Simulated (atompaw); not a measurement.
**Reading a pseudo-wave (Cl (Z = 17))**

Columns: radius, all-electron u(r) and pseudo u(r) of the 3s shell (level -20.69 eV) of chlorine in the configuration [Ne] 3s2 3p5; PBE, scalar-relativistic, PAW (atompaw) scheme, atompaw 4.2.0.5.

| r (bohr) | all-electron | pseudo |
| --- | --- | --- |
| 0.050 | 0.2344 | 0.0423 |
| 0.100 | 0.0896 | 0.0846 |
| 0.150 | -0.1261 | 0.1272 |
| 0.200 | -0.3010 | 0.1701 |
| 0.250 | -0.4040 | 0.2133 |
| 0.300 | -0.4362 | 0.2569 |
| 0.350 | -0.4104 | 0.3008 |
| 0.400 | -0.3420 | 0.3450 |
| 0.450 | -0.2453 | 0.3893 |
| 0.500 | -0.1319 | 0.4337 |
| 0.550 | -0.0112 | 0.4779 |
| 0.600 | 0.1103 | 0.5216 |
| 0.650 | 0.2276 | 0.5645 |
| 0.700 | 0.3375 | 0.6064 |
| 0.750 | 0.4379 | 0.6468 |
| 0.800 | 0.5278 | 0.6853 |
| 0.850 | 0.6067 | 0.7216 |
| 0.900 | 0.6748 | 0.7553 |
| 0.950 | 0.7323 | 0.7859 |
| 1.000 | 0.7795 | 0.8130 |
| 1.050 | 0.8171 | 0.8364 |
| 1.100 | 0.8457 | 0.8556 |
| 1.150 | 0.8662 | 0.8704 |
| 1.200 | 0.8793 | 0.8807 |
| 1.250 | 0.8859 | 0.8861 |
| 1.300 | 0.8867 | 0.8867 |

Question: How many radial nodes do the two functions have?

Answer: The all-electron 3s function has n − l − 1 = 2; the pseudo-wave has 0, since the states of the same l below it are removed with the core.

Question: Is the pseudo-wave norm-conserving?

Answer: No, it belongs to a PAW set: the norm inside the radius is not constrained, and the difference is carried by the augmentation charge.
